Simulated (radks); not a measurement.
Spherical jellium clusters: N electrons in a uniform positive sphere of charge N and radius rs N^(1/3), rs = 4.03 bohr. Method: non-relativistic Kohn-Sham, exchange-only LDA, spin-polarised, spherical densities; computed with a radial shooting solver with Libxc functionals. Levels are named by radial order and angular momentum (1s, 1p, 1d, 2s, ...), and open shells are averaged over m.

N = 42, configuration 1s2 1p6 1d10 2s2 1f14 2p6 1g(up 2, down 0). This is the lowest configuration that the search found. Occupied and some empty levels:

level    occupation  eigenvalue (eV)  <r> (bohr)
1s up             1          -4.5722       9.063
1s down           1          -4.5151       8.705
1p up             3          -4.1487       10.16
1p down           3          -4.0530       9.953
1d up             5          -3.5479       10.96
1d down           5          -3.4259       10.83
2s up             1          -3.0004       8.300
2s down           1          -2.9677       8.402
1f up             7          -2.8044       11.63
1f down           7          -2.6646       11.56
2p up             3          -2.1104       9.850
2p down           3          -2.0594       9.855
1g up             2          -1.9428       12.26
1g down           0          -1.7921       12.23
2d up             0          -1.1995       11.59
2d down           0          -1.1322       11.59
3s up             0          -1.0040       11.55
1h up             0         -0.98691       12.93
3s down           0         -0.95727       11.60
1h down           0         -0.83196       12.96

Energy (eV): total -45.7744, kinetic 70.767, external -4065.8, Hartree 2012.1, exchange-correlation -118.83, background 2055.9.
